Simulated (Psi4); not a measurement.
Noncovalent pair: C2H6 (SMILES CC) (first 8 atoms) with CH3Br (SMILES CBr); geometry from B3LYP-D3(BJ)/def2-TZVP, rigid monomers moved along the line of their centres of mass till C2···H11 is 3.94 Å.
(charge 0, multiplicity 1):
```xyz
13

C      0.71618    -0.47088     0.10971
C     -0.53952     0.29996     0.50558
H      0.53009    -1.12199    -0.74682
H      1.07685    -1.09457     0.92948
H      1.52699     0.20852    -0.15837
H     -0.89378     0.92890    -0.31341
H     -0.34804     0.95024     1.36106
H     -1.35570    -0.37615     0.77154
C      0.64169    -0.96140     5.04605
Br     1.91115     0.52760     5.02473
H     -0.09296    -0.77565     4.27101
H      0.18200    -0.98639     6.02767
H      1.19873    -1.87077     4.85019
```

Computed with SAPT0/aug-cc-pVDZ in Psi4 1.11.

### Question
Give the four SAPT terms and the total, and say what mostly holds the pair together.

### Answer
electrostatics -0.04, exchange 0.05, induction -0.02, dispersion -0.53, total -0.54 kcal/mol; the largest attraction is dispersion.
